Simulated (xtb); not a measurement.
CdCl₂, triplet, from a rough starting geometry (GFN-xTB shapes and energies of metal compounds can be far from the true ones) (a higher spin typed on purpose: for a closed-shell molecule this is an excited state); GFN2-xTB run with xtb.

The xtb input:
```
$ xtb mol.xyz --gfn 2 --uhf 2 --opt vtight --json

# file mol.xyz
3

Cd     0.03128739     0.02189385    -0.08208023
Cl     1.61674601     0.37553805    -1.54616861
Cl    -1.60292434    -0.37949446     1.51918530
```

Task: What does xtb print? Leave out banner, timings and long lists.

Result: 
```
   ID    Z sym.   atoms
    1   48 Cd     1
    2   17 Cl     2, 3

           -------------------------------------------------
          |                Calculation Setup                |
           -------------------------------------------------

           -------------------------------------------------
          |                 G F N 2 - x T B                 |
           -------------------------------------------------

          ...................................................
          :                      SETUP                      :
          :.................................................:
          :  # basis functions                  24          :
          :  # atomic orbitals                  22          :
          :  # shells                            8          :
          :  # electrons                        16          :
          :  max. iterations                   250          :
          :  Hamiltonian                  GFN2-xTB          :
          :  restarted?                      false          :
          :  GBSA solvation                  false          :
          :  PC potential                    false          :
          :  electronic temp.          300.0000000     K    :
          :  accuracy                    1.0000000          :
          :  -> integral cutoff          0.2500000E+02      :
          :  -> integral neglect         0.1000000E-07      :
          :  -> SCF convergence          0.1000000E-05 Eh   :
          :  -> wf. convergence          0.1000000E-03 e    :
          :  Broyden damping             0.4000000          :
          :  net charge                          0          :
          :  unpaired electrons                  2          :
          ...................................................

 iter      E             dE          RMSdq      gap      omega  full diag
   1     -9.5679375 -0.956794E+01  0.128E+01    3.71       0.0  T
   2     -9.5270737  0.408638E-01  0.755E+00    4.28       1.0  T
   3     -9.4960060  0.310677E-01  0.715E+00    4.52       1.0  T
   4     -9.5139747 -0.179688E-01  0.540E+00    4.74       1.0  T
   5     -9.5616088 -0.476341E-01  0.234E+00    4.79       1.0  T
   6     -9.5687607 -0.715191E-02  0.148E+00    4.80       1.0  T
   7     -9.5716831 -0.292237E-02  0.996E-01    4.82       1.0  T
   8     -9.5686542  0.302887E-02  0.145E+00    4.83       1.0  T
   9     -9.5698170 -0.116273E-02  0.114E+00    4.82       1.0  T
  10     -9.5714968 -0.167985E-02  0.815E-01    4.82       1.0  T
  11     -9.5724426 -0.945799E-03  0.519E-01    4.82       1.0  T
  12     -9.5726114 -0.168814E-03  0.447E-01    4.82       1.0  T
  13     -9.5731170 -0.505529E-03  0.137E-02    4.82       4.2  T
  14     -9.5731117  0.522636E-05  0.466E-02    4.82       1.2  T
  15     -9.5731168 -0.511148E-05  0.139E-02    4.82       4.1  T
  16     -9.5731173 -0.493425E-06  0.520E-03    4.82      11.1  T
  17     -9.5731172  0.129193E-06  0.730E-03    4.82       7.9  T
  18     -9.5731173 -0.127996E-06  0.119E-03    4.82      48.6  T
  19     -9.5731173 -0.339202E-08  0.150E-04    4.82     386.1  T
  20     -9.5731173 -0.543192E-10  0.386E-05    4.82    1495.1  T

   *** convergence criteria satisfied after 20 iterations ***

 transition dipole moment (au) for excitation:           8           9
     X       Y       Z
  -0.0023  -0.0040   0.0105  total (au/Debye):    0.011   0.029
 dE (eV)             :    5.943
 oscillator strength :  0.26971E-04

         :::::::::::::::::::::::::::::::::::::::::::::::::::::
         ::                     SUMMARY                     ::
         :::::::::::::::::::::::::::::::::::::::::::::::::::::
         :: total energy              -9.567605088989 Eh    ::
         :: gradient norm              0.125756518973 Eh/a0 ::
         :: HOMO-LUMO gap              4.820163836660 eV    ::
         ::.................................................::
         :: SCC energy                -9.573117543600 Eh    ::
         :: -> isotropic ES            0.028088989692 Eh    ::
         :: -> anisotropic ES          0.002377460114 Eh    ::
         :: -> anisotropic XC         -0.002128030550 Eh    ::
         :: -> dispersion             -0.001844738850 Eh    ::
         :: repulsion energy           0.005512454612 Eh    ::
         :: add. restraining           0.000000000000 Eh    ::
         :: total charge               0.000000000000 e     ::
         :::::::::::::::::::::::::::::::::::::::::::::::::::::

      -----------------------------------------------------------
     |                   =====================                   |
     |                        A N C O P T                        |
     |                   =====================                   |
     |               Approximate Normal Coordinate               |
     |                Rational Function Optimizer                |
      -----------------------------------------------------------
      -----------------------------------------------------------
     |                   =====================                   |
     |                        A N C O P T                        |
     |                   =====================                   |
     |               Approximate Normal Coordinate               |
     |                Rational Function Optimizer                |
      -----------------------------------------------------------

          ...................................................
          :                      SETUP                      :
          :.................................................:
          :   optimization level         verytight          :
          :   max. optcycles                   200          :
          :   ANC micro-cycles                  20          :
          :   degrees of freedom                 3          :
          :.................................................:
          :   RF solver                   davidson          :
[...]
 * total energy  :    -9.6635414 Eh     change       -0.4180581E-02 Eh
 * total energy  :    -9.6632540 Eh     change        0.2873722E-03 Eh
 * total energy  :    -9.6673083 Eh     change       -0.4054292E-02 Eh
 * total energy  :    -9.6676970 Eh     change       -0.3887215E-03 Eh
 * total energy  :    -9.6677019 Eh     change       -0.4821465E-05 Eh
 * total energy  :    -9.6679070 Eh     change       -0.2051469E-03 Eh
 * total energy  :    -9.6679325 Eh     change       -0.2552486E-04 Eh
 * total energy  :    -9.6679860 Eh     change       -0.5349491E-04 Eh
 * total energy  :    -9.6679974 Eh     change       -0.1135001E-04 Eh
 * total energy  :    -9.6679968 Eh     change        0.5628630E-06 Eh
 * total energy  :    -9.6679975 Eh     change       -0.6547723E-06 Eh
 * total energy  :    -9.6679975 Eh     change        0.6860606E-08 Eh
 * total energy  :    -9.6679975 Eh     change       -0.7660725E-08 Eh
   *** GEOMETRY OPTIMIZATION CONVERGED AFTER 25 ITERATIONS ***
[...]
          :  -> integral neglect         0.1000000E-07      :
          :  -> SCF convergence          0.1000000E-05 Eh   :
          :  -> wf. convergence          0.1000000E-03 e    :
          :  Broyden damping             0.4000000          :
          :  net charge                          0          :
          :  unpaired electrons                  2          :
          ...................................................

 iter      E             dE          RMSdq      gap      omega  full diag
   1     -9.6682866 -0.966829E+01  0.843E-05    7.32       0.0  T
   2     -9.6682866 -0.180833E-11  0.600E-05    7.32     962.8  T
   3     -9.6682866 -0.721201E-12  0.421E-05    7.32    1370.8  T

   *** convergence criteria satisfied after 3 iterations ***

 transition dipole moment (au) for excitation:           8           9
     X       Y       Z
  -0.2816  -0.1093   0.3763  total (au/Debye):    0.483   1.227
 dE (eV)             :    1.264
 oscillator strength :  0.10200E-01

         :::::::::::::::::::::::::::::::::::::::::::::::::::::
         ::                     SUMMARY                     ::
         :::::::::::::::::::::::::::::::::::::::::::::::::::::
         :: total energy              -9.667997468176 Eh    ::
         :: gradient norm              0.000003344133 Eh/a0 ::
         :: HOMO-LUMO gap              7.319103440147 eV    ::
         ::.................................................::
         :: SCC energy                -9.668286526422 Eh    ::
         :: -> isotropic ES            0.030038781134 Eh    ::
         :: -> anisotropic ES          0.001211564222 Eh    ::
         :: -> anisotropic XC          0.001473593322 Eh    ::
         :: -> dispersion             -0.002237731937 Eh    ::
         :: repulsion energy           0.000289058247 Eh    ::
         :: add. restraining           0.000000000000 Eh    ::
         :: total charge               0.000000000135 e     ::
         :::::::::::::::::::::::::::::::::::::::::::::::::::::

           -------------------------------------------------
          |                Property Printout                |
           -------------------------------------------------

    * Orbital Energies and Occupations

         #    Occupation            Energy/Eh            Energy/eV
      -------------------------------------------------------------
         1        2.0000           -1.0655232             -28.9944
         2        2.0000           -1.0507069             -28.5912
         3        2.0000           -0.4806624             -13.0795
         4        2.0000           -0.4535918             -12.3429
         5        2.0000           -0.4413106             -12.0087
         6        2.0000           -0.4318329             -11.7508
         7        2.0000           -0.4242703             -11.5450
         8        1.0000           -0.3962214             -10.7817
         9        1.0000           -0.3497586              -9.5174 (HOMO)
        10                         -0.0807865              -2.1983 (LUMO)
        11                          0.0197950               0.5387
        12                          0.0211694               0.5760
        13                          0.0213091               0.5799
        14                          0.0215612               0.5867
        15                          0.0218057               0.5934
        16                          0.0222973               0.6067
        17                          0.0225632               0.6140
        18                          0.0232124               0.6316
        19                          0.0240385               0.6541
        20                          0.0271069               0.7376
       ...                                ...                  ...
        22                          0.4262340              11.5984
      -------------------------------------------------------------
                  HL-Gap            0.2689721 Eh            7.3191 eV
             Fermi-level           -0.3127591 Eh           -8.5106 eV

     #   Z          covCN         q      C6AA      α(0)
     1  48 Cd       1.389     0.304   195.065    26.808
     2  17 Cl       1.135    -0.152   103.934    15.597
     3  17 Cl       1.135    -0.152   103.934    15.597

 Mol. C6AA /au·bohr⁶  :       1170.276022
 Mol. C8AA /au·bohr⁸  :      70530.767356
 Mol. α(0) /au        :         58.002691

Wiberg/Mayer (AO) data.
largest (>0.10) Wiberg bond orders for each atom

 ---------------------------------------------------------------------------
     #   Z sym  total        # sym  WBO       # sym  WBO       # sym  WBO
 ---------------------------------------------------------------------------
     1  48 Cd   1.098 --     3 Cl   0.549     2 Cl   0.549
     2  17 Cl   1.073 --     1 Cd   0.549     3 Cl   0.525
     3  17 Cl   1.073 --     1 Cd   0.549     2 Cl   0.525
 ---------------------------------------------------------------------------

Topologies differ in total number of bonds
Writing topology from bond orders to xtbtopo.mol

molecular dipole:
                 x           y           z       tot (Debye)
 q only:       -1.035       0.413      -0.655
   full:       -1.249       0.499      -0.790       3.964
molecular quadrupole (traceless):
                xx          xy          yy          xz          yz          zz
 q only:        0.717      -1.088       0.178       2.516       0.014      -0.895
  q+dip:        1.046      -1.501       0.153       3.399      -0.032      -1.199
   full:       -0.053      -0.609       1.023       2.026       0.574      -0.969

optimized geometry written to: xtbopt.xyz

           -------------------------------------------------
          | TOTAL ENERGY               -9.667997468176 Eh   |
          | GRADIENT NORM               0.000003344133 Eh/α |
          | HOMO-LUMO GAP               7.319103440147 eV   |
           -------------------------------------------------

normal termination of xtb
```
